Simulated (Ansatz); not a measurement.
Zn2Te (the lowest singlet isomer of a short search). Total charge 0; singlet. Geometry PBE-D4/def2-TZVP, basis def2-TZVP, Ansatz.

```tsv
atom	x (Å)	y (Å)	z (Å)
Zn1	-2.084	1.292	0.696
Zn2	2.086	-1.292	-0.692
Te3	-0.002	0.000	-0.004
```

```
run  HOMO (eV)  LUMO (eV)
  A      -5.09      -4.09
  B      -5.65      -3.94
  C      -5.97      -3.54
  D      -5.32      -4.15
  E      -5.58      -3.85
  F      -5.27      -4.33
```

In the def2 sets Te takes a core potential; there is no spin–orbit coupling. HSE06 is defined as in plane-wave codes, on full-range PBE exchange. The order of the spin states hangs on the level: the triplet lies 0.16 eV below the singlet at PBE0-D4/def2-TZVP, but 0.12 eV above it at PBE-D4/def2-TZVP. The structure comes from a short search, and lower isomers may exist.

Task: The runs used HSE06, LDA (SPW92), PBE, PBE0, r2SCAN, r2SCANh. Estimate which is which.

Result: A PBE (0 % exact exchange); B r2SCANh (10 % exact exchange); C PBE0 (25 % exact exchange); D r2SCAN (0 % exact exchange); E HSE06 (range-separated); F LDA (SPW92) (0 % exact exchange). Exact exchange lowers occupied and raises empty levels; among semilocal functionals meta-GGAs tend to open the gap a little, and such runs are hard to tell apart. The gap grows from 0.95 eV (LDA (SPW92)) to 2.43 eV (PBE0).
